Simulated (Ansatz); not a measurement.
Ansatz (a program for electronic structure) input:
A basis named .json is the Basis Set Exchange file of that set.

Ansatz 0.2 input:
```yaml
crystal:
  periodic: [false, false, false]
  atoms:
    - {symbol: S, position_ang: [-0.92221320, 0.05614290, 0.47181313]}
    - {symbol: S, position_ang: [0.92278838, 0.05434478, -0.47089818]}
    - {symbol: H, position_ang: [-1.53509157, -0.87361723, -0.28708287]}
    - {symbol: H, position_ang: [1.52588870, -0.89418562, 0.27244361]}
basis:
  gaussian:
    orbitals: def2-TZVPP
    fitting: {mean_field: def2-universal-jkfit, correlation: def2-TZVPP-RIFIT.json}
magnetization: {spin_polarized: false}
correlation: {method: mp2, electrons: outside_noble_gas}
```

### Question
What final total energy does it print?

### Answer
-796.60733 Eh (RI-MP2/def2-TZVPP). The basis has 112 functions.
